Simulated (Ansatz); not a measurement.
One change: `[CH3][GeH]([NH2])[SH]` becomes `[CH3][GeH]([NH2])[OH]`.

Ansatz, PBE0-D4/def2-TZVP geometries, multiplicity 1. Each molecule was computed in one conformer, which needn't be the lowest.

Scalar relativity is left out up to krypton.

| property | `[CH3][GeH]([NH2])[SH]` |
| --- | --- |
| HOMO energy (PBE0/def2-TZVPP) / eV | -7.10 |
| LUMO energy (PBE/def2-TZVPP) / eV | -0.44 |
| HOMO–LUMO gap (ωB97M-V/def2-TZVPP) / eV | 11.44 |
| LUMO energy (PBE0/def2-TZVPP) / eV | 0.47 |
| LUMO energy (ωB97M-V/def2-TZVPP) / eV | 2.13 |
| size of the dipole moment (B3LYP/def2-TZVPP) / D | 2.28 |

(1) Give the same properties after the change, and the shifts. (An estimate is asked.)

Results:

(1) The calculation gave: 
```json
{"property": "HOMO energy (PBE0/def2-TZVPP) / eV", "`[CH3][GeH]([NH2])[OH]`": "-7.45", "shift": "-0.35"}
{"property": "LUMO energy (PBE/def2-TZVPP) / eV", "`[CH3][GeH]([NH2])[OH]`": "-0.09", "shift": "0.35"}
{"property": "HOMO–LUMO gap (ωB97M-V/def2-TZVPP) / eV", "`[CH3][GeH]([NH2])[OH]`": "12.01", "shift": "0.57"}
{"property": "LUMO energy (PBE0/def2-TZVPP) / eV", "`[CH3][GeH]([NH2])[OH]`": "0.75", "shift": "0.28"}
{"property": "LUMO energy (ωB97M-V/def2-TZVPP) / eV", "`[CH3][GeH]([NH2])[OH]`": "2.17", "shift": "0.04"}
{"property": "size of the dipole moment (B3LYP/def2-TZVPP) / D", "`[CH3][GeH]([NH2])[OH]`": "2.29", "shift": "0.01"}
```

With PBE0 the HOMO falls by 0.35 eV and the LUMO rises by 0.28 eV, so the gap widens by about 0.63 eV. PBE moves the HOMO by -0.13 eV and ωB97M-V by -0.52 eV. Dipoles are sizes alone; their direction can turn.

B3LYP here is the variant with VWN-RPA as its local correlation; programs differ in this.
